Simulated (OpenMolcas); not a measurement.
Mo4+ (d2) among equal point charges was computed by CASSCF with the d shell active (OpenMolcas, ANO-RCC-VDZP on the metal). Its lowest spin-free states, and all those of the highest spin:

| 2S+1 | Degeneracy | E (cm-1) |
| --- | --- | --- |
| 3 | 2 | 0.0 |
| 3 | 1 | 1730 |
| 3 | 2 | 7711 |
| 1 | 1 | 7787 |
| 1 | 2 | 10860 |
| 3 | 1 | 12454 |
| 1 | 2 | 13928 |
| 3 | 1 | 15676 |
| 3 | 2 | 20295 |
| 1 | 2 | 21440 |
| 1 | 1 | 23065 |
| 1 | 2 | 26663 |
| 3 | 1 | 33103 |

Is the site octahedral, tetrahedral or cube-like, axial, or of lower symmetry?

The states with 2S+1 = 3 have orbital degeneracies 2, 1, 2, 1, 1, 2, 1. There are pairs but no triples, so the site is axial: not cubic, but with a proper or improper axis of order three or more. The run had Mo4+ among 6 point charges of -1.7 e arranged as a trigonal antiprism (D3d), 2.08 Å from the ion, with a polar angle of 65.1° against the regular 54.74°.

An orbital doublet at a regular site is open to a Jahn-Teller distortion, which this geometry leaves out. Without dynamic correlation the repulsion within the d shell is too large (B by tens of per cent), so at a given field states of lower spin stand too high. This is an electrostatic model: the charges have no orbitals. No measured value stands beside these numbers.
